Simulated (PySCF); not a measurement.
Compound: C8H7FS.
Atom-mapped SMILES: `[CH2:1]=[CH:2][c:3]1[cH:4][cH:5][c:6]([SH:7])[c:8]([F:9])[cH:10]1`

NICS is the negative of the GIAO shielding at a point without a nucleus: at the ring centre (0) and 1 Å above and below it (1); zz is the component along the ring normal. Level: GIAO KT3/pcSseg-1 (PySCF, non-relativistic, gas phase) on the PBE0-D3(BJ)/def2-SVP geometry, one conformer.

Ring bond lengths (Å): C3–C4 1.403, C4–C5 1.390, C5–C6 1.399, C6–C8 1.401, C8–C10 1.381, C10–C3 1.404.

What do the NICS probes read (ppm)?

```
              ring                                              type  NICS(0)  NICS(1), two faces  NICS(1)zz, two faces  rms pucker (Å)  centre to ring atoms, mean (Å)
C3–C4–C5–C6–C8–C10  6-membered carbocycle; formal bonds all aromatic     -8.7         -9.6 / -9.6         -21.3 / -21.3            0.00                            1.40
```

What do they say, and how far can they be read as aromaticity?

- C3–C4–C5–C6–C8–C10: mean NICS(1)zz -21.3 ppm, shielded. The ring is flat and has no four-coordinate atom; by the NICS criterion it is aromatic.

And the bond-length index? HOMA = 1 − mean of α(R − Ropt)² over the ring bonds, with Krygowski's 1993 parameters (CC: Ropt 1.388 Å, α 257.7 Å⁻²).

- C3–C4–C5–C6–C8–C10: HOMA 0.97 = 1 − EN − GEO, with mean bond length 1.396 Å, EN = α(Ropt − mean)² = 0.017 and GEO = α × variance = 0.017. The geometric and the magnetic index point the same way.

At the second NICS(1) probe listed for ring C3–C4–C5–C6–C8–C10, 1 Å off the ring, how large is the induced field along the normal in 7.05 T applied along it?

NICSzz × B0 = -21.3 ppm × 7.05 T = -150 μT, against the applied field.

List the ring angles.

- C3–C4–C5–C6–C8–C10: C3 117.7°, C4 121.5°, C5 120.9°, C6 117.2°, C8 122.4°, C10 120.4°; sum 720.0° against 720° for a flat convex ring.

How shielded are the nuclei of the rings and their hydrogens (means over atoms taken as equivalent)?

```tsv
atoms	environment	σ isotropic (ppm)	principal values of the symmetric part, first atom (ppm)
C3	substituted aromatic carbon	55.4	-16.3, 20.7, 161.9
C4	aromatic CH carbon	63.3	-22.7, 58.1, 154.6
C5	aromatic CH carbon	62.1	-29.0, 58.3, 156.9
C6	substituted aromatic carbon	64.2	5.9, 42.5, 144.3
C8	aromatic C–F carbon	29.5	-38.8, 42.1, 85.4
C10	aromatic CH carbon	80.6	7.9, 67.4, 166.5
H on C4	aromatic hydrogen	24.85	21.5, 25.4, 27.7
H on C5	aromatic hydrogen	24.46	20.2, 24.4, 28.8
H on C10	aromatic hydrogen	24.20	19.6, 24.2, 28.8
```

How do the values depend on the level or the medium?

| level | NICS(0), C3–C4–C5–C6–C8–C10 | mean NICS(1)zz, C3–C4–C5–C6–C8–C10 |
| --- | --- | --- |
| KT3/pcSseg-1, gas | -8.7 | -21.3 |
| PBE0/pcSseg-1, gas | -9.0 | -23.1 |
| PBE0/pcSseg-1, IEF-PCM chloroform | -8.9 | -23.2 |
| PBE0/pcSseg-1, IEF-PCM cyclohexane | -8.9 | -23.1 |

The geometry is the same throughout; the continuum's cavity takes Bondi-type radii × 1.2.

Shape of the structure used: `[CH2:1]=[CH:2][c:3]1[cH:4][cH:5][c:6]([SH:7])[c:8]([F:9])[cH:10]1`: C1–C2–C3–C4 -179°, H–S7–C6–C5 180°.
